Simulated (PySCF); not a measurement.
Molfile (atoms numbered from 1):
```
C4H6ClFO2
     RDKit          3D

 14 14  0  0  0  0  0  0  0  0999 V2000
   -2.2371    0.1150   -0.1365 F   0  0  0  0  0  0  0  0  0  0  0  0
   -1.2853    0.3768    0.8521 C   0  0  1  0  0  0  0  0  0  0  0  0
   -0.6500   -0.7865    1.1603 O   0  0  0  0  0  0  0  0  0  0  0  0
    0.1582   -1.2859    0.1027 C   0  0  0  0  0  0  0  0  0  0  0  0
    1.1196   -0.2152   -0.4067 C   0  0  2  0  0  0  0  0  0  0  0  0
    2.3745    0.1071    0.8282 Cl  0  0  0  0  0  0  0  0  0  0  0  0
    0.3255    1.0597   -0.6798 C   0  0  0  0  0  0  0  0  0  0  0  0
   -0.4934    1.4003    0.4313 O   0  0  0  0  0  0  0  0  0  0  0  0
   -1.8355    0.7120    1.7395 H   0  0  0  0  0  0  0  0  0  0  0  0
    0.6892   -2.1409    0.5219 H   0  0  0  0  0  0  0  0  0  0  0  0
   -0.4815   -1.6195   -0.7262 H   0  0  0  0  0  0  0  0  0  0  0  0
    1.6373   -0.5519   -1.3060 H   0  0  0  0  0  0  0  0  0  0  0  0
    0.9792    1.9186   -0.8330 H   0  0  0  0  0  0  0  0  0  0  0  0
   -0.3012    0.9100   -1.5700 H   0  0  0  0  0  0  0  0  0  0  0  0
  1  2  1  0
  2  3  1  0
  3  4  1  0
  4  5  1  0
  5  6  1  0
  5  7  1  0
  7  8  1  0
  8  2  1  0
  2  9  1  1
  4 10  1  0
  4 11  1  0
  5 12  1  6
  7 13  1  0
  7 14  1  0
M  END
```

Geometry: GFN2-xTB; GIAO absolute shieldings from PySCF 2.14, gas phase, non-relativistic, averaged over equivalent atoms.

At revPBE/MINI (50 basis functions, 7.6 s wall time on 1 thread of an Arm Neoverse V2, shared host):
```
  atoms  σ (ppm)
     F1    354.2
     C2    126.9
  C4/C7    160.9
     C5    180.2
  O3/O8    339.0
    Cl6    784.4
     H9    24.81
H11/H14    27.17
H10/H13    27.24
    H12    28.03
```

**Question.** Estimate the result of repeating the calculation with CAM-B3LYP/STO-3G.

**Answer.** 
| atoms | σ at CAM-B3LYP/STO-3G | change |
| --- | --- | --- |
| F1 | 394.2 | +40.0 |
| C2 | 145.5 | +18.6 |
| C4/C7 | 183.6 | +22.7 |
| C5 | 188.7 | +8.5 |
| O3/O8 | 360.8 | +21.8 |
| Cl6 | 968.8 | +184.4 |
| H9 | 28.91 | +4.10 |
| H11/H14 | 30.76 | +3.59 |
| H10/H13 | 30.33 | +3.09 |
| H12 | 30.72 | +2.69 |

The largest change is at Cl6 (chlorine bonded to C). Cost: 50 basis functions, 6.2 s wall time on 1 thread of an Arm Neoverse V2, shared host. The order of the carbon signals is the same at both levels.

Carbons that carry Cl, above all several Cl atoms, come out too deshielded, partly because spin–orbit coupling is missing.
